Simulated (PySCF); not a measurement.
Compound: C6H9FO2.
SMILES with atom numbers: `[CH2:1]=[CH:2][C@H:3]([CH2:4][F:5])[C:6](=[O:7])[O:8][CH3:9]` (hydrogens: H10, H11 on C1; H12 on C2; H13 on C3; H14, H15 on C4; H16, H17, H18 on C9)

Structure used (PBE0-D3(BJ)/def2-SVP), in Å, numbered top down from 1:
```xyz
18
C6H9FO2 angstrom
C     -2.454   -1.050   -0.122
C     -1.528   -0.174   -0.508
C     -0.464    0.393    0.390
C     -0.625    1.897    0.537
F      0.327    2.381    1.397
C      0.898    0.093   -0.211
O      1.351    0.654   -1.174
O      1.519   -0.891    0.436
C      2.787   -1.263   -0.078
H     -2.494   -1.434    0.902
H     -3.209   -1.420   -0.821
H     -1.509    0.184   -1.545
H     -0.521   -0.076    1.383
H     -1.624    2.131    0.940
H     -0.500    2.386   -0.443
H      3.161   -2.061    0.574
H      3.476   -0.406   -0.070
H      2.698   -1.627   -1.112
```

Level: CAM-B3LYP/def2-SVPD in PySCF, non-relativistic, on one gas-phase PBE0-D3(BJ)/def2-SVP geometry that isn't relaxed in the solvent. The solvent is an IEF-PCM continuum (van der Waals radii × 1.2), and excitations are vertical TDDFT with non-equilibrium linear response and a frozen core. Specific hydrogen bonds and non-electrostatic terms are outside this model.

```
run  E − E(gas) (kcal/mol)  HOMO (eV)  HOMO–LUMO gap (eV)  dipole (D)  lowest singlet (eV)  static polarisability (au)
gas                   0.00      -9.25                9.79        2.45                 5.88                        80.8
  P                  -7.15      -9.12                9.76        3.16                 5.96                       106.6
  Q                  -5.10      -9.15                9.78        2.94                 5.94                        97.7
```

Problem. The runs were made in chloroform and water. Which run belongs to which solvent?

Solution. P = water, Q = chloroform. The dielectric constants are 4.711 (chloroform), 78.36 (water), and the energy falls further as ε rises. The optical constants n² used for the excitations are 2.09, 1.78 in the same order. In this model the ground state sees the solvent through ε alone.

Problem. How constant is the ratio of the lowering to (ε − 1)/(2ε + 1)?

Solution. 
```csv
solvent,(ε − 1)/(2ε + 1),E − E(gas) (kcal/mol),ratio (kcal/mol),polarisation term (kcal/mol)
chloroform,0.356,-5.10,-14.3,-5.61
water,0.490,-7.15,-14.6,-8.19
```

The ratio changes by +1.8 % in size from chloroform to water. The polarisation term is half the interaction of the solute with the induced surface charges.
